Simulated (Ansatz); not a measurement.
Basis sets compared for Ta₄⁺ (the lowest doublet isomer of a short search). Charge 1, multiplicity 2. Geometry r2SCAN-D4/def2-SVP. Ansatz on 4 threads of Arm Neoverse V2 on a shared host; times are rough, and most runs start from earlier orbitals.

```xyz
4

Ta    0.036   -0.312    1.520
Ta   -0.907    1.287   -0.212
Ta    1.498    0.189   -0.495
Ta   -0.627   -1.164   -0.813
```

In the def2 sets Ta takes a core potential; there is no spin–orbit coupling. The structure comes from a short search, and lower isomers may exist.

```json
{"level": "PBE-D4/def2-SVP", "functions": "128", "energy (Eh)": "-227.8140", "HOMO (eV)": "-8.27", "LUMO (eV)": "-8.04", "wall time": "9 s"}
{"level": "PBE0-D4/def2-SVP", "functions": "128", "energy (Eh)": "-227.5627", "HOMO (eV)": "-8.82", "LUMO (eV)": "-6.82", "wall time": "15 s"}
```

(1) Estimate the rows for PBE-D4/def2-TZVP, PBE0-D4/def2-TZVP (with forces).

Results:

(1) 
```csv
level,functions,energy (Eh),HOMO (eV),LUMO (eV),wall time
PBE-D4/def2-TZVP,160,-227.8524,-8.18,-7.93,16 s
PBE0-D4/def2-TZVP (with forces),160,-227.6092,-8.71,-6.69,14 s
```
